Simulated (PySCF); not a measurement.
Gas-phase reaction: 3 GeH3F ⇌ Ge3H8 + HF + F2, at 800 K and a standard pressure of 1 bar. Level: PBE/def2-TZVP†.

Energies from PySCF, thermal terms from the rigid-rotor harmonic-oscillator model, ideal gas at 1 bar. † marks an energy on the PBE0/def2-TZVP geometry and frequencies. All species are closed-shell singlets. Ge: all electrons, no relativistic terms. The harmonic model lacks anharmonicity and excited electronic states, which grow with temperature; levels with a mode under 35 cm⁻¹ are left out. Internal rotation in Ge3H8 is treated as a harmonic vibration of one conformer, which makes the entropy rough.

```tsv
species	E (Ha)	H(800 K) − E (kJ/mol)	S°(800 K) (J/mol/K)
GeH3F	-2178.29675	113.5	319.1
Ge3H8	-6234.85315	272.3	547.2
HF	-100.39118	48.1	202.4
F2	-199.42211	32.0	234.3
```
E: electronic energy; H − E holds the zero-point and thermal terms. 1 Ha = 2625.5 kJ/mol.

Task: Work out ΔH°, ΔS°, ΔG° and log10 K from these numbers.

Result: 1. ΔE = 1×(-6234.85315) + 1×(-100.39118) + 1×(-199.42211) − 3×(-2178.29675) = 0.22381 Ha = 587.6 kJ.
2. Δ(H − E) = 1×(272.3) + 1×(48.1) + 1×(32.0) − 3×(113.5) = 11.9 kJ, so ΔH° = 599.5 kJ.
3. ΔS° = 1×(547.2) + 1×(202.4) + 1×(234.3) − 3×(319.1) = 26.6 J/K; the number of gas molecules stays the same.
4. ΔG° = ΔH° − TΔS° = 599.5 − 800×(26.6)/1000 = 578.2 kJ.
5. log10 K = −ΔG°/(RT ln 10) = -37.74, with RT ln 10 = 15.32 kJ/mol; at standard pressures the reactants are favoured.
6. A shift of 10 kJ in ΔE would move log10 K by 0.65 here.
For scale, ΔH°(298 K) is 590 kJ at this level, 638 kJ at ωB97M-V/def2-TZVP†, and runs from 590 to 743 kJ over the 18 levels computed.
